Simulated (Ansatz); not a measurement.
CuB6⁻. Total charge -1; singlet. Geometry PBE-D4/def2-SVPD; atoms count from 1.

```xyz
7

Cu    1.7060   -1.3509   -1.5271
B     0.2627   -0.1118   -0.4023
B    -0.8699    0.5995    0.9333
B     1.0215   -1.4852    0.2314
B     0.0532   -0.7544    1.1555
B    -1.5560    1.8634    0.3172
B    -0.6175    1.2393   -0.7080
```

The restricted singlet is unstable towards broken spin symmetry in Hartree–Fock (as tested in another run); at PBE0-D4/def2-TZVPD this wasn't settled. The structure comes from a short search, and lower isomers may exist.

Question: Estimate the Mulliken populations from the PBE0/def2-TZVPD orbitals of Ansatz.

Answer: 
```tsv
atom	charge (e)	d electrons
Cu1	-0.66	9.83
B2	0.03	–
B3	-0.10	–
B4	-0.09	–
B5	-0.07	–
B6	0.03	–
B7	-0.15	–
```
Mulliken values and Mayer orders depend strongly on the basis. With diffuse functions, as here, like atoms can get unlike values, and bond orders can come out too low or too high.

Question: And the Mayer bond orders between bonded heavy atoms (over 0.3)?

Answer: Cu1–B2 0.82 (2.21 Å); Cu1–B4 0.84 (1.89 Å); B2–B3 0.40 (1.89 Å); B2–B4 1.15 (1.69 Å); B2–B5 0.52 (1.70 Å); B2–B7 0.60 (1.64 Å); B3–B5 1.08 (1.65 Å); B3–B6 1.25 (1.56 Å); B3–B7 0.92 (1.78 Å); B4–B5 1.21 (1.53 Å); B6–B7 1.66 (1.52 Å). Values over 0.3 also appear between atoms too far apart for a bond (B4–B6 0.81 at 4.23 Å); they arise where an orbital or an unpaired electron spreads over both atoms.
